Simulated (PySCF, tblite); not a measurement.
C2H8F2SSi2.
Geometry (GFN2-xTB, Å), atoms numbered from 1 in this order:
```xyz
15
C2H8F2SSi2 angstrom
C      2.702    0.403    0.442
C      1.646   -0.083   -0.546
Si    -0.109    0.222    0.075
F     -0.318   -0.567    1.471
S     -1.471   -0.636   -1.348
Si    -3.316   -0.553   -0.275
F     -3.514    0.953    0.254
H      2.603    1.472    0.614
H      2.594   -0.105    1.397
H      3.703    0.209    0.063
H      1.788   -1.151   -0.729
H      1.793    0.414   -1.505
H     -0.468    1.588    0.401
H     -4.344   -0.795   -1.260
H     -3.293   -1.362    0.923
```

Computed with CAM-B3LYP/def2-SVPD in PySCF (dipole) on a GFN2-xTB geometry, gas phase.

Masses are those of the commonest isotopes; rigid-rotor values at the optimised geometry. The values belong to one conformer with, in the numbering `[CH3:1][CH2:2][Si@H:3]([F:4])[S:5][SiH2:6][F:7]`, C1–C2–Si3–F4 -60°, C2–Si3–S5–Si6 169°, Si3–S5–Si6–F7 52°.

(1) Give the principal moments of inertia and the rotational constants in MHz.

(2) What kind of rotor is it?

(3) Is it planar, by Δ = Ic − Ia − Ib?

(4) Where do the levels up to J = 5 lie, in cm⁻¹?

(5) Which types of transition are allowed, and where do some lines up to J = 4 fall?

(6) Estimate the classical rotational partition function at 100 K, 200 K and 500 K.

## Answers

(1) Ia = 163.07, Ib = 691.24, Ic = 760.14 u·Å²; 505379 MHz·u·Å²/I gives A = 3099, B = 731.1, C = 664.9 MHz.

(2) A near-prolate asymmetric top: κ = (2 × 731.1 − 3099 − 664.9)/(3099 − 664.9) = -0.95.

(3) Not planar: Δ = Ic − Ia − Ib = -94.17 u·Å². For a rigid frame Δ = −2 Σ m c², so Σ m c² = 47.09 u·Å² lies off the ab plane: 7.77 from hydrogen and 39.32 from heavier atoms. The atom farthest from that plane is 1.49 Å away.

(4) Above 0(0,0):
J = 1: 1(0,1) 0.0466, 1(1,1) 0.1256, 1(1,0) 0.1278
J = 2: 2(0,2) 0.1396, 2(1,2) 0.2165, 2(1,1) 0.2231, 2(2,1) 0.4601, 2(2,0) 0.4601
J = 3: 3(0,3) 0.2792, 3(1,3) 0.3528, 3(1,2) 0.3661, 3(2,2) 0.5998, 3(2,1) 0.6000, 3(3,1) 1.0003, 3(3,0) 1.0003
J = 4: 4(0,4) 0.4650, 4(1,4) 0.5346, 4(1,3) 0.5567, 4(2,3) 0.7860, 4(2,2) 0.7867, 4(3,2) 1.1866, 4(3,1) 1.1866, 4(4,1) 1.7472, 4(4,0) 1.7472
J = 5: 5(0,5) 0.6969, 5(1,5) 0.7617, 5(1,4) 0.7948, 5(2,4) 1.0187, 5(2,3) 1.0203, 5(3,3) 1.4196, 5(3,2) 1.4196, 5(4,2) 1.9801, 5(4,1) 1.9801, 5(5,1) 2.7008, 5(5,0) 2.7008

(5) The dipole components are |μa| = 1.15 D, |μb| = 1.01 D, |μc| = 0.11 D. The squared components, which scale the intensities, stand as 1.00 : 0.77 : 0.01 (a : b : c). Some lines, for components of 0.1 D or more:

```
type  branch         J(Ka,Kc)    MHz  lower level (cm⁻¹)
   b       R  2(0,2) ← 1(1,1)    423               0.126
   c       Q  2(1,2) ← 2(0,2)   2303               0.140
   b       Q  3(1,2) ← 3(0,3)   2606               0.279
   a       R  2(1,1) ← 1(1,0)   2858               0.128
   a       R  3(2,1) ← 2(2,0)   4193               0.460
   a       R  4(2,3) ← 3(2,2)   5583               0.600
   a       R  4(2,2) ← 3(2,1)   5597               0.600
   c       Q  3(2,2) ← 3(1,2)   7005               0.366
   c       R  4(1,3) ← 3(0,3)   8320               0.279
   b       R  2(2,1) ← 1(1,0)   9962               0.128
   b       Q  4(3,1) ← 4(2,2)  11990               0.787
   c       R  4(2,3) ← 3(1,3)  12986               0.353
   b       R  4(2,2) ← 3(1,3)  13006               0.353
   c       R  3(3,0) ← 2(2,0)  16193               0.460
   c       R  3(3,1) ← 2(2,1)  16194               0.460
   b       Q  4(4,0) ← 4(3,1)  16805               1.187
```

(6) Point group C1, symmetry number σ = 1; q = (√π/σ)·√((kT/h)³/(ABC)), k/h = 20836.6 MHz/K: 137000 at 100 K, 388000 at 200 K, 1540000 at 500 K.

Its GFN2-xTB frequencies are all real (lowest 30 cm⁻¹). Zero-point vibration and centrifugal distortion are left out. A rigid rotor knows nothing of internal rotation, which can split or shift real lines.
